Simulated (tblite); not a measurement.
C3H11GaGeN2.
Bonds: C1–N2, N2–Ga3, Ga3–N4, N4–C5 (triple), C5–C6, C6–Ge7. Hydrogens: H8, H9, H10 on C1; H11 on N2; H12, H13 on Ga3; H14, H15 on C6; H16, H17, H18 on Ge7.
Bond orders are those of one Lewis drawing.

Computed with GFN2-xTB (tblite), gas phase: L-BFGS steps from a force-field or distance-geometry start until the largest atomic force falls under 0.01 eV/Å.

Step 69: E = -570.2650 eV
```
atom  x, y, z in Å  |  force x, y, z in eV/Å
C1     -1.8830    1.5830    0.6398    0.032  -0.025   0.007
N2     -1.4617    0.5212    1.5401    0.039  -0.001  -0.018
Ga3    -1.6518   -1.2808    1.2880    0.008   0.030  -0.014
N4     -0.0905   -1.8052    0.0652    0.024   0.001   0.012
C5      0.8898   -1.5692   -0.4918   -0.011   0.025  -0.012
C6      2.0577   -1.2193   -1.2041   -0.016   0.014  -0.014
Ge7     2.0259    0.7469   -1.6203   -0.045   0.023   0.024
H8     -2.3618    1.1275   -0.2293   -0.035  -0.009  -0.018
H9     -1.0360    2.1891    0.2792    0.022  -0.029   0.021
H10    -2.6032    2.2566    1.1167    0.000   0.038  -0.019
H11    -1.0585    0.9110    2.3866    0.002  -0.009  -0.015
H12    -2.7694   -1.6905    0.3249   -0.005  -0.014  -0.027
H13    -1.2171   -2.1248    2.4854   -0.006  -0.027   0.062
H14     2.9463   -1.4523   -0.6120   -0.045  -0.005  -0.004
H15     2.0974   -1.7808   -2.1416    0.016   0.001   0.021
H16     0.7966    1.0642   -2.3998    0.020  -0.010  -0.013
H17     2.0550    1.5293   -0.3525    0.025  -0.021  -0.012
H18     3.2556    1.0003   -2.4363   -0.023   0.019   0.018
```

Step 70: E = -570.2657 eV
```
atom  x, y, z in Å  |  force x, y, z in eV/Å
C1     -1.8769    1.5811    0.6369    0.006  -0.008  -0.012
N2     -1.4617    0.5234    1.5430    0.048  -0.004  -0.019
Ga3    -1.6496   -1.2769    1.2900    0.000  -0.023  -0.025
N4     -0.0897   -1.8072    0.0659    0.014   0.002   0.020
C5      0.8898   -1.5708   -0.4920   -0.006   0.027  -0.011
C6      2.0572   -1.2200   -1.2044   -0.014   0.023  -0.014
Ge7     2.0204    0.7476   -1.6166   -0.029   0.015   0.012
H8     -2.3604    1.1211   -0.2275   -0.033   0.004  -0.018
H9     -1.0283    2.1813    0.2691    0.030  -0.040   0.025
H10    -2.5916    2.2628    1.1107   -0.005   0.034  -0.024
H11    -1.0651    0.9153    2.3906    0.022   0.003   0.013
H12    -2.7646   -1.6832    0.3201    0.001  -0.010  -0.014
H13    -1.2148   -2.1307    2.4829   -0.017  -0.007   0.050
H14     2.9458   -1.4541   -0.6131   -0.038  -0.002  -0.001
H15     2.0960   -1.7806   -2.1420    0.018   0.000   0.009
H16     0.7897    1.0598   -2.3955    0.015  -0.006  -0.015
H17     2.0458    1.5268   -0.3472    0.025  -0.017  -0.006
H18     3.2493    1.0108   -2.4327   -0.037   0.010   0.028
```

Step 71: E = -570.2663 eV
```
atom  x, y, z in Å  |  force x, y, z in eV/Å
C1     -1.8718    1.5793    0.6341   -0.017   0.005  -0.023
N2     -1.4603    0.5251    1.5447    0.046  -0.012  -0.015
Ga3    -1.6476   -1.2740    1.2910   -0.005  -0.066  -0.020
N4     -0.0888   -1.8075    0.0669    0.002   0.001   0.027
C5      0.8899   -1.5712   -0.4922   -0.004   0.026  -0.010
C6      2.0566   -1.2201   -1.2049   -0.010   0.027  -0.014
Ge7     2.0152    0.7482   -1.6132   -0.011   0.005   0.000
H8     -2.3594    1.1163   -0.2271   -0.022   0.014  -0.011
H9     -1.0216    2.1744    0.2623    0.038  -0.040   0.016
H10    -2.5825    2.2678    1.1048   -0.006   0.025  -0.025
H11    -1.0693    0.9186    2.3934    0.034   0.013   0.029
H12    -2.7608   -1.6777    0.3162    0.006  -0.008  -0.004
H13    -1.2132   -2.1354    2.4815   -0.027   0.013   0.033
H14     2.9446   -1.4559   -0.6140   -0.026   0.002   0.005
H15     2.0951   -1.7806   -2.1421    0.018  -0.001  -0.005
H16     0.7839    1.0552   -2.3916    0.005   0.000  -0.020
H17     2.0380    1.5237   -0.3425    0.023  -0.009   0.005
H18     3.2432    1.0199   -2.4292   -0.044   0.004   0.033
```

**Question.** Estimate the geometry and energy of step 72. (The exact step hangs on the optimiser's Hessian estimate; all steps are aligned on step 71, rigid shifts and turns removed.)

**Answer.** E = -570.2672 eV, largest force 0.098 eV/Å
```
atom  x, y, z in Å  |  force x, y, z in eV/Å
C1     -1.8660    1.5768    0.6305   -0.034   0.018  -0.028
N2     -1.4595    0.5268    1.5475    0.035  -0.020  -0.012
Ga3    -1.6454   -1.2716    1.2918   -0.008  -0.098  -0.005
N4     -0.0871   -1.8062    0.0690   -0.008  -0.002   0.030
C5      0.8901   -1.5706   -0.4928   -0.007   0.022  -0.006
C6      2.0561   -1.2198   -1.2061   -0.005   0.026  -0.011
Ge7     2.0088    0.7493   -1.6091    0.007  -0.007  -0.014
H8     -2.3593    1.1105   -0.2265   -0.006   0.025   0.001
H9     -1.0118    2.1631    0.2544    0.040  -0.035   0.000
H10    -2.5709    2.2753    1.0967    0.001   0.006  -0.025
H11    -1.0731    0.9225    2.3968    0.042   0.021   0.037
H12    -2.7565   -1.6708    0.3116    0.009  -0.008   0.003
H13    -1.2129   -2.1407    2.4808   -0.038   0.034   0.011
H14     2.9431   -1.4580   -0.6154   -0.011   0.009   0.011
H15     2.0948   -1.7805   -2.1427    0.014   0.000  -0.020
H16     0.7768    1.0492   -2.3875   -0.008   0.009  -0.025
H17     2.0291    1.5194   -0.3366    0.019   0.001   0.019
H18     3.2350    1.0316   -2.4243   -0.044  -0.001   0.033
```

The energy changes by -0.0009 eV. The first-order estimate −F·Δx gives -0.0011 eV and the mean of the old and new forces, exact on a quadratic surface, -0.0009 eV. The step makes an angle of 79° with the force vector and moves no atom by more than 0.017 Å.

The cost below is that of the whole relaxation. On Arm Neoverse N1, one thread, no GPU, shared host with 64 logical CPUs at a one-minute load of 60, this took 2.2 s.
